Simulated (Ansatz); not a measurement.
Consider the hydrogenolysis of a B–N bond: `C=NBCCl` + H₂ → `BCCl` + `C=N`.

Isolated molecules relaxed with PBE0-D4/def2-TZVP in Ansatz; ΔE leaves out vibrations. CBS: MP2 limit from def2 TZ/QZ plus the TZ coupled-cluster correction, frozen cores. This one scheme is used for every species. DFT in def2-TZVPP. B3LYP here is the variant with VWN-RPA as its local correlation; programs differ in this. One conformer a species, not always the lowest.

```csv
level,ΔE (kJ/mol),difference from CCSD(T)/CBS
PBE-D4,122.7,21.2
PBE0-D4,110.8,9.3
B3LYP-D4,112.7,11.2
ωB97M-V,102.9,1.4
B2PLYP,103.0,1.5
PBE,116.6,15.1
r2SCAN,116.1,14.6
PBE0,105.4,3.9
HF/def2-TZVPP,64.3,-37.2
MP2/def2-TZVPP,106.7,5.2
SCS-MP2/def2-TZVPP,96.6,-4.9
CCSD/def2-TZVPP,91.3,-10.2
CCSD(T)/def2-TZVPP,98.8,-2.7
SCS-MP2/def2-QZVPP,98.0,-3.5
MP2/CBS(def2),109.5,8.0
CCSD/CBS(def2),94.1,-7.4
CCSD(T)/CBS,101.5,0
```

Largest T1 diagnostic among the species: 0.014.

From PBE to PBE0 (25 % exact exchange), in def2-TZVPP and without D4, ΔE moves by −11.2 kJ/mol. In def2-TZVPP, CCSD(T) changes the Hartree–Fock value by +34.5 kJ/mol (the triples alone add +7.5 kJ/mol) and MP2 by +42.5 kJ/mol.
